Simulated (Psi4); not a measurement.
arsenic trifluoride (AsF$_{3}$), singlet, geometry from GFN2-xTB. Base run: B3LYP/6-31G run with Psi4.

Geometry (Å):
```xyz
4

F     -0.8430    -1.1707    -0.5077
As     0.0132    -0.0055     0.4239
F      1.4163    -0.1205    -0.5644
F     -0.6217     1.3115    -0.4823
```
All else is at Psi4's defaults (density fitting, Cartesian functions).
Base energy -2534.96007 Eh.

Variants of this job, named by their change:

| change | ΔE vs base (mEh) | SCF cycles | grid points | basis functions |
|---|---|---|---|---|
| base | 0.000 | 7 | 87357 | 56 |
| e_convergence = 1e-10 | 0.000 | 9 | 87357 | 56 |
| dft_radial_scheme = becke | -0.716 | 7 | 76700 | 56 |
| dft_spherical_points = 590 | 0.070 | 7 | 170297 | 56 |
| scf_type = pk | ___ | 7 | 87357 | 56 |
| guess = modhuckel | 0.000 | 8 | 87357 | 56 |
| diis_max_vecs = 15 | 0.000 | 7 | 87357 | 56 |
| dft_radial_scheme = multiexp | 0.790 | 7 | 90399 | 56 |
| dft_radial_points = 150 | -0.001 | 7 | 173680 | 56 |
| damping_percentage = 50 | 0.000 | 45 | 87357 | 56 |
| dft_nuclear_scheme = becke | -0.378 | 7 | 86626 | 56 |
| level_shift = 1.0 | 0.000 | 8 | 87357 | 56 |
| level_shift = 0.3 | 0.000 | 7 | 87357 | 56 |

Problem. Fill in the missing entries.

Solution. 
- scf_type = pk, ΔE vs base (mEh): -117.6
